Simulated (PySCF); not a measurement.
# Stretching AsC

Set-up: basis As x2c-SVPall, C x2c-SVPall; spin-free X2C with a Gaussian nucleus; PySCF 2.14. Energies in eV from As + C in their ground configurations at the same level. All curves are PBE0. state 1: ²Σ⁺ (doublet), unpaired electrons σ ↑; state 2: ²Π (doublet), unpaired electrons π ↑, a second solution, started from another occupation; state 3: quartet, unpaired electrons σ ↑, π ↑↑, a mixture of terms (⟨Lz²⟩ = 2.0), a second solution, started from another occupation; state 4: ⁶Σ⁺ (sextet), unpaired electrons σ ↑, π ↑↑↑↑, a second solution, started from another occupation.

| R (Å) | state 1 | state 2 | state 3 | state 4 |
| --- | --- | --- | --- | --- |
| 1.434 | -2.576 | -0.609 | 1.825 | 6.087 |
| 1.500 | -3.578 | -1.997 | 0.297 | 3.985 |
| 1.567 | -4.131 | -2.897 | -0.744 | 2.415 |
| 1.617 | -4.325 | -3.327 | -1.280 | 1.514 |
| 1.667 | -4.377 | -3.593 | -1.651 | 0.803 |
| 1.717 | -4.321 | -3.729 | -1.892 | 0.247 |
| 1.784 | -4.129 | -3.754 | -2.057 | -0.298 |
| 1.867 | -3.780 | -3.601 | -2.084 | -0.740 |
| 1.967 | -3.296 | -3.244 | -1.954 | -1.019 |
| 2.100 | -2.640 | -2.593 | -1.642 | -1.124 |

**Question.** Put a parabola through the three lowest points of the state 1 curve and estimate Re, k and ωe (reduced mass 10.34 u; 1 eV/Å² = 0.16022 mdyn/Å; ωe = 1302.8·√(k/μ) cm⁻¹).

**Answer.** Through R = 1.617, 1.667, 1.717 Å the second-order coefficient is 21.6 eV/Å², so Re ≈ 1.666 Å, k ≈ 6.92 mdyn/Å and ωe ≈ 1066 cm⁻¹. A polynomial fit of higher order to the unrounded PBE0 energies gives Re = 1.664 Å, k = 7.02 mdyn/Å, ωe = 1073 cm⁻¹; anharmonicity and rounding make the difference.

The higher-order fit for each curve: state 1: Re = 1.664 Å, ωe = 1073 cm⁻¹, De = 4.38 eV; state 2: Re = 1.760 Å, ωe = 937 cm⁻¹, minimum 3.76 eV below the ground-state fragments; state 3: Re = 1.838 Å, ωe = 751 cm⁻¹, minimum 2.09 eV below the ground-state fragments; state 4: Re = 2.102 Å, ωe = 489 cm⁻¹, minimum 1.12 eV below the ground-state fragments.

⟨S²⟩ of the unrestricted solution departs from its pure value on part of the curve, where spin states mix. Spin–orbit coupling is left out. The state was picked by a PBE0 search and need not be the measured ground state.
